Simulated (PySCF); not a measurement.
# Shapes and spin states of VH₂

All numbers come from PBE0/[V def2-TZVP, H def2-TZVP], no relativity, density fitting, PySCF.

Relaxations began from a few typed shapes and spin states; open shells are unrestricted. The search is not exhaustive: other isomers or separated fragments can lie lower, and high-lying points may rest on an excited occupation.

(1) Order these stationary points by electronic energy, lowest first, in kJ/mol from the lowest minimum.
A. quartet D∞h: V–H 1.776 Å (×2); H–V–H 180.0°
B. broken-symmetry Ms = 1/2 (⟨S²⟩ 1.74) D∞h: V–H 1.773 Å (×2); H–V–H 180.0°
C. broken-symmetry Ms = 1/2 (⟨S²⟩ 1.75) C2v: V–H 1.693 Å (×2); H–V–H 120.2°
D. broken-symmetry Ms = 1/2 (⟨S²⟩ 1.73) C2v: V–H 1.687 Å (×2); H–V–H 117.3°

(2) Which of them are minima?

Answers

(1) A (0.0), C (46.4), D (48.5), B (89.1).

(2) By energy in kJ/mol, 0.0: minimum; 46.4: minimum; 48.5: minimum; 89.1: saddle point, 2 imaginary modes.

Formally V is in oxidation state +2, d3, with 3 unpaired electrons (the high-spin count). The Mulliken spin on V is 3.18. The polar-tensor charge on V, 1.09, is far below the formal one.

For the lowest minimum: with open d or f shells other occupations or spin states may lie lower.

The electron or spin density has lower symmetry than the nuclear frame for the broken-symmetry Ms = 1/2 (⟨S²⟩ 1.75) C2v at 46.4 kJ/mol, broken-symmetry Ms = 1/2 (⟨S²⟩ 1.73) C2v at 48.5 kJ/mol, broken-symmetry Ms = 1/2 (⟨S²⟩ 1.74) D∞h at 89.1 kJ/mol.
